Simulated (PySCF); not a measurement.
Se(I)(OMe) (CH3IOSe), SMILES CO[Se]I. Geometry optimised at PBE-D3(BJ)/def2-SVP. The def2 effective core potentials stand for the cores of I; spin–orbit coupling is left out. One conformer was computed; it need not be the lowest.

These are PBE-D3(BJ)/def2-SVP run with PySCF values and carry that method's errors.

Harmonic wavenumbers (cm⁻¹): 82, 135, 204, 243, 317, 586, 1011, 1117, 1133, 1387, 1393, 1419, 2934, 3022, 3063. Rotational constants (GHz): 4.541, 1.067, 0.8908; symmetry number 1.

Problem. Work out the zero-point energy and the ideal-gas rigid-rotor harmonic-oscillator thermochemistry at 298.15 K and 1 atm.

Solution. ZPE = ½ Σ hcν = ½ × 18045 cm⁻¹ = 107.93 kJ/mol. H − E(el) = 126.15 kJ/mol. Entropy in J/(mol K): translation 176.94, rotation 120.08, vibration 52.92, total 349.94. G − E(el) = 21.81 kJ/mol. Cp = 80.94 J/(mol K). Modes under 150 cm⁻¹ make the vibrational entropy uncertain.
